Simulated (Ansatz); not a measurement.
Consider the formal exchange of groups at the Si–Cl bond: `F[Si](F)([SiH3])Cl` + `C=CC(=C)N` → `C=C[Si](F)(F)[SiH3]` + `C=C(N)Cl`.

Calculated with Ansatz (gas phase, PBE0-D4/def2-TZVP geometries, no zero-point term in ΔE). CBS: MP2 limit from def2 TZ/QZ plus the TZ coupled-cluster correction, frozen cores. Functionals use def2-TZVPP. B3LYP here is the variant with VWN-RPA as its local correlation; programs differ in this. Each species was taken in one conformer, which may not be the lowest.

Task: Is it downhill or uphill in electronic energy at CCSD(T)/CBS, and by how much? (Best estimate.)

Result: The calculation gave: Uphill: ΔE = +35.8 kcal/mol.

Task: What do these levels give: B3LYP-D4, PBE0, MP2/def2-TZVPP, CCSD/def2-TZVPP, CCSD(T)/def2-TZVPP, HF/def2-QZVPP? (An estimate is asked.)

Result: Ansatz gave: B3LYP-D4 35.2, PBE0 35.2, MP2/def2-TZVPP 36.4, CCSD/def2-TZVPP 35.4, CCSD(T)/def2-TZVPP 35.3, HF/def2-QZVPP 36.8 kcal/mol.

Largest T1 diagnostic among the species: 0.013.

From PBE to PBE0 (25 % exact exchange), in def2-TZVPP and without D4, ΔE moves by +1.0 kcal/mol.
